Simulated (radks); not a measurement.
The numbers below are computed, except where a source is named.
Question: All-electron atom: neutral manganese in [Ar] 3d5 4s1 6f1 (not the ground configuration). Level of theory: Dirac Kohn-Sham, LDA (Slater exchange, Perdew-Wang correlation), spin-unpolarised, spherical densities, point nucleus; open shells are shared between the two j in proportion to 2j + 1 (a radial shooting solver on a logarithmic mesh with Libxc functionals). Some entries of the table are withheld. Estimate them.

orbital      occ.  eigenvalue (hartree)  <r> (bohr)  <1/r> (bohr^-1)
1s1/2           2             -235.9614     0.06101            24.88
2s1/2           2             -27.53851      0.2799            5.310
2p1/2           2                   (1)      0.2454            5.261
2p3/2           4                   (2)      0.2484            5.175
3s1/2           2              -3.41258      0.8535            1.664
3p1/2           2                   (3)      0.8994            1.537
3p3/2           4                   (4)      0.9086            1.517
3d3/2           2                   (5)       1.184            1.146
3d5/2           3                   (6)       1.189            1.141
4s1/2           1                   (7)         (8)              (9)
6f5/2    0.428571              -0.01063       44.19          0.03086
6f7/2    0.571429              -0.01063       44.19          0.03086

Answer: 
(1) 2p1/2 eigenvalue (hartree): -23.66308
(2) 2p3/2 eigenvalue (hartree): -23.28071
(3) 3p1/2 eigenvalue (hartree): -2.30837
(4) 3p3/2 eigenvalue (hartree): -2.26137
(5) 3d3/2 eigenvalue (hartree): -0.53125
(6) 3d5/2 eigenvalue (hartree): -0.52680
(7) 4s1/2 eigenvalue (hartree): -0.41651
(8) 4s1/2 <r> (bohr): 2.786
(9) 4s1/2 <1/r> (bohr^-1): 0.4680
